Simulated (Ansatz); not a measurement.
Total energies of C3H7InS, SMILES `[CH3][In]([CH3])[CH]=S`.

```xyz
12

C    -1.312    0.538    1.600
In    0.085   -0.101    0.098
C     1.793    0.882   -0.758
C    -0.460   -1.956   -0.893
S    -1.420   -1.375   -2.068
H    -1.283    1.619    1.733
H    -2.317    0.237    1.302
H    -1.076    0.061    2.553
H     1.800    0.707   -1.835
H     1.772    1.954   -0.567
H     2.710    0.467   -0.336
H    -0.291   -3.034   -0.830
```

Total charge 0; spin multiplicity 1. Correlated methods include outer-core shells of In, which these sets cover unevenly. In takes the def2 core potential. All single points use the PBE0-D4/def2-TZVP geometry. It is one conformer, not always the lowest. Basis def2-TZVPP, Ansatz.

RPA on PBE orbitals: Hartree–Fock energy of these orbitals -704.35695 Eh, correlation -1.57705 Eh (frozen core).

```
             functional  energy without D4 (Eh)  D4 term (kJ/mol)
            LDA (SPW92)              -704.05057                 –
                 revPBE              -706.81450             -65.5
                   BLYP              -706.75851             -52.8
                 r2SCAN              -706.83804              -6.4
                r2SCANh              -706.81646              -6.9
HSE06 (plane-wave form)              -706.56343             -20.5
              CAM-B3LYP              -706.78209             -22.5
                ωB97M-V              -706.72727                 –
                 B2PLYP              -706.41599                 –
               PBE-QIDH              -706.27329                 –
```

(1) Give the same for PBE, B97M-V, PBE0, B3LYP, r2SCAN0, BHLYP, LC-ωPBE, ωB97X-V. (Best estimate.)

B3LYP takes the VWN-RPA correlation (the form of Gaussian; ORCA's B3LYP/G). HSE06 is the plane-wave form, built on full-range PBE exchange. The double hybrids freeze the cores in their second-order part.

Results:

(1) The calculation gave: 
```csv
functional,energy without D4 (Eh),D4 term (kJ/mol)
PBE,-706.53264,-25.1
B97M-V,-706.77206,–
PBE0,-706.57948,-21.7
B3LYP,-706.96134,-40.5
r2SCAN0,-706.78569,-7.7
BHLYP,-706.70417,-35.5
LC-ωPBE,-706.70050,–
ωB97X-V,-706.75172,–
```

LC-ωPBE has ω = 0.4 bohr⁻¹.
